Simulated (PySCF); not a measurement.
SMILES C1[SiH2]CC1 at its B3LYP/def2-SVP optimised geometry (Å):

```
12

C      0.8915     0.5499     0.4502
C      0.9682    -0.9456     0.0000
Si    -0.9385    -0.9456     0.0000
C     -0.5588     0.9229     0.0000
H      1.6828     1.1966     0.0336
H      0.9710     0.6149     1.5482
H      1.3660    -1.0372    -1.0245
H      1.5426    -1.6203     0.6515
H     -1.5478    -1.4435     1.2709
H     -1.6828    -1.5538    -1.1459
H     -0.5694     1.3310    -1.0245
H     -1.1056     1.6203     0.6514
```

Calculation: PySCF with B3LYP/def2-TZVP. Cells within 0.4 Å of a nucleus heavier than hydrogen are left out (blank, or x).

Map of the log10 of the electron density (e/bohr³), floored at −4 on the plane z = 0.8 Å:

```
|000000000000000000000000000|
|000000000000000000000000000|
|000000000111000000000000000|
|000000012222210000000000000|
|000000233444322111111000000|
|000001345555443223322100000|
|000012456776654444443210000|
|000013467888765555554321000|
|000013468998776777765432000|
|000013467898878888876532000|
|000013457888888999876532000|
|0000134567888899x9876432000|
|000123456777788999875431000|
|000123456777778898765421000|
|000234567777677888765421000|
|001235677877777888765431000|
|001245678887777888876432000|
|001345789987777889986532000|
|001345789887777789987542000|
|001245678876666678986532000|
|001234566666555567765431000|
|000123455554444455554321000|
|000012334433333334433210000|
|000001222222211222221100000|
|000000011111000001100000000|
|000000000000000000000000000|
|000000000000000000000000000|
```
Scale: ten equal steps from -4.00 (start of '0') to -0.563 (end of '9'), in the order '0123456789'; x runs from -4.00 to 4.00, y from -4.00 (bottom) to 4.00 (top).
